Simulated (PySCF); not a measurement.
Magnetic susceptibility: `CO[C@@H](C(=O)Cl)[C@@H](C)F`, C5H8ClFO2

Molfile (atoms numbered from 1):
```
C5H8ClFO2
     RDKit          3D

 17 16  0  0  0  0  0  0  0  0999 V2000
    1.8007   -0.1833   -1.2600 C   0  0  0  0  0  0  0  0  0  0  0  0
    0.7096    0.6182   -0.8543 O   0  0  0  0  0  0  0  0  0  0  0  0
    0.3580    0.4924    0.4920 C   0  0  1  0  0  0  0  0  0  0  0  0
   -0.3664    1.7389    0.9682 C   0  0  0  0  0  0  0  0  0  0  0  0
   -0.9255    1.8488    2.0118 O   0  0  0  0  0  0  0  0  0  0  0  0
   -0.3164    3.0453   -0.1714 Cl  0  0  0  0  0  0  0  0  0  0  0  0
   -0.5524   -0.7266    0.7958 C   0  0  1  0  0  0  0  0  0  0  0  0
   -1.6764   -0.8695   -0.2125 C   0  0  0  0  0  0  0  0  0  0  0  0
    0.2299   -1.8667    0.7883 F   0  0  0  0  0  0  0  0  0  0  0  0
    1.9703    0.0592   -2.3066 H   0  0  0  0  0  0  0  0  0  0  0  0
    1.5835   -1.2498   -1.1625 H   0  0  0  0  0  0  0  0  0  0  0  0
    2.6982    0.0546   -0.6783 H   0  0  0  0  0  0  0  0  0  0  0  0
    1.2601    0.3932    1.1237 H   0  0  0  0  0  0  0  0  0  0  0  0
   -0.9321   -0.6351    1.8203 H   0  0  0  0  0  0  0  0  0  0  0  0
   -2.1955   -1.8103   -0.0494 H   0  0  0  0  0  0  0  0  0  0  0  0
   -1.2780   -0.8506   -1.2240 H   0  0  0  0  0  0  0  0  0  0  0  0
   -2.3747   -0.0466   -0.0911 H   0  0  0  0  0  0  0  0  0  0  0  0
  1  2  1  0
  2  3  1  0
  3  4  1  0
  4  5  2  0
  4  6  1  0
  3  7  1  0
  7  8  1  0
  7  9  1  0
  1 10  1  0
  1 11  1  0
  1 12  1  0
  3 13  1  1
  7 14  1  1
  8 15  1  0
  8 16  1  0
  8 17  1  0
M  END
```

Method: GIAO BHandHLYP/pcSseg-1 magnetisability, rotational g tensor and spin-rotation constants, non-relativistic, gas phase in PySCF. Geometry: GFN2-xTB.

Task: How diamagnetic is it, and how anisotropic?

Result: Isotropic -1378 × 10⁻³⁰ J/T², or -83.0 × 10⁻⁶ cm³/mol; principal values -1480, -1395, -1260 × 10⁻³⁰ J/T², anisotropy 192 × 10⁻³⁰ J/T² (root of half the summed squared differences of the principal values). The susceptibility is in cgs units.

Task: Split it along the inertial axes a, b, c into diamagnetic and paramagnetic parts about the centre of mass, with the quadrupole moment.

Result: 
| axis | χ (10⁻⁶ cm³/mol) | diamagnetic (10⁻⁶ cm³/mol) | paramagnetic (10⁻⁶ cm³/mol) | summed x² of all electrons (Å²) | quadrupole Θ (D Å) |
| --- | --- | --- | --- | --- | --- |
| a | -86.0 | -754.9 | 668.9 | 233.8 | -8.48 |
| b | -78.1 | -1213.7 | 1135.6 | 125.7 | +3.45 |
| c | -84.8 | -1525.4 | 1440.5 | 52.2 | +5.03 |

Anisotropies 2χaa − χbb − χcc = -9.2 and 2χbb − χaa − χcc = +14.7 × 10⁻⁶ cm³/mol. Θ is traceless in Buckingham's convention.

Task: And the rotational g tensor?

Result: 
| axis | rotational constant (GHz) | g | nuclear part | electronic part |
| --- | --- | --- | --- | --- |
| a | 1.9087 | -0.0157 | 0.5841 | -0.5998 |
| b | 1.0093 | -0.0154 | 0.5231 | -0.5384 |
| c | 0.7957 | -0.0100 | 0.5285 | -0.5385 |

Asymmetric top; isotopes 12C, 35Cl, 19F, 1H, 16O; no vibrational averaging.
